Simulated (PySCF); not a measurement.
Species: SeF6.
Bonds: F1–Se2, Se2–F3, Se2–F4, Se2–F5, Se2–F6, Se2–F7.

Level of theory: PBE0-D3(BJ)/def2-SVP geometry optimisation, gas phase in PySCF 2.14.0.

Question: Give the optimised bond lengths and angles.

Answer: 
```csv
bond,length (Å)
F1–Se2 and 5 like bonds,1.704
```

Bonds in one row agree within 0.01 Å and their mean is given. A selection of angles:
```csv
angle,degrees
F1–Se2–F3,89.9
F1–Se2–F6,180.0
```

Se2 (selenium bonded to 6 F) is octahedral (the three widest angles are 180.0°, 179.9° and 179.9°, the others run from 89.9° to 90.1°). All 6 F–Se bonds measure 1.704 Å.

Point group: Oh (tolerance 0.08 Å). PBE0-D3(BJ)/def2-SVP frequencies: not computed here.


Compound: [AlBr4]- (charge -1).
Bonds: Al1–Br2, Al1–Br3, Al1–Br4, Al1–Br5.

Method used: PySCF, PBE0-D3(BJ)/def2-SVP geometry optimisation, gas phase.

List the bond lengths and angles at this level.

```tsv
bond	length (bohr)
Al1–Br2 and 3 like bonds	4.391
```

Bonds in one row agree within 0.02 bohr and their mean is given. A selection of angles:
```tsv
angle	degrees
Br2–Al1–Br3	109.7
```

Al1 (aluminium bonded to 4 Br) is tetrahedral (angles from 108.9° to 110.3°). All 4 Al–Br bonds measure 2.322 to 2.325 Å.

Point group: Td (tolerance 0.08 Å). No frequency check. The geometry's basis has no diffuse functions, a weakness for an anion.
